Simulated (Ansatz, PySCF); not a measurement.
Ge(OH)4 (GeH4O4), SMILES [OH][Ge]([OH])([OH])[OH]. Atoms are numbered in the order given.

```xyz
9

O     -1.1182     0.9865    -0.9280
Ge     0.0000     0.0000    -0.0011
O      1.1182    -0.9865    -0.9280
O     -0.9867    -1.1181     0.9257
O      0.9867     1.1181     0.9257
H     -1.9212     0.5015    -1.1503
H      1.9212    -0.5015    -1.1503
H     -0.5018    -1.9212     1.1480
H      0.5018     1.9212     1.1480
```

Geometry optimised at PBE0-D3(BJ)/def2-SVP. The isomer is the one that the SMILES or the coordinates give; other isomers of the formula were not compared. One conformer was computed; it need not be the lowest.

Two levels are set side by side: PBE-D3(BJ)/def2-SVP (Ansatz, a quantum-chemistry and plane-wave program) and PBE0-D3(BJ)/def2-SVP (Ansatz). Each level has its own optimised geometry; the coordinates shown are those of the second. Frequencies come from the Hessian of PySCF at each geometry. Differences are taken from unrounded values.

| quantity | PBE0-D3(BJ) |
|---|---|
| mean bond length (Å) | 1.360 |
| bond O1–Ge2 (Å) | 1.756 |
| bond Ge2–O3 (Å) | 1.756 |
| bond Ge2–O4 (Å) | 1.756 |
| bond Ge2–O5 (Å) | 1.756 |
| bond O1–H6 (Å) | 0.964 |
| bond O3–H7 (Å) | 0.964 |
| bond O4–H8 (Å) | 0.964 |
| bond O5–H9 (Å) | 0.964 |
| highest harmonic wavenumber (cm⁻¹) | 3904 |
| mean harmonic wavenumber (cm⁻¹) | 1162 |
| zero-point energy (kcal/mol) | 34.90 |

What does PBE-D3(BJ) give, and how far is it from PBE0-D3(BJ)? (An estimate is asked for; the answer gives what the named calculation found.)


| quantity | PBE-D3(BJ) | PBE-D3(BJ) minus PBE0-D3(BJ) |
|---|---|---|
| mean bond length (Å) | 1.378 | 0.019 |
| bond O1–Ge2 (Å) | 1.781 | 0.025 |
| bond Ge2–O3 (Å) | 1.781 | 0.025 |
| bond Ge2–O4 (Å) | 1.781 | 0.025 |
| bond Ge2–O5 (Å) | 1.781 | 0.025 |
| bond O1–H6 (Å) | 0.976 | 0.012 |
| bond O3–H7 (Å) | 0.976 | 0.012 |
| bond O4–H8 (Å) | 0.976 | 0.012 |
| bond O5–H9 (Å) | 0.976 | 0.012 |
| highest harmonic wavenumber (cm⁻¹) | 3723 | -181 |
| mean harmonic wavenumber (cm⁻¹) | 1114 | -48 |
| zero-point energy (kcal/mol) | 33.44 | -1.45 |

GGA bonds tend to be longer and softer than those of functionals with exact exchange. Differences between two approximate levels are no errors against the true value.
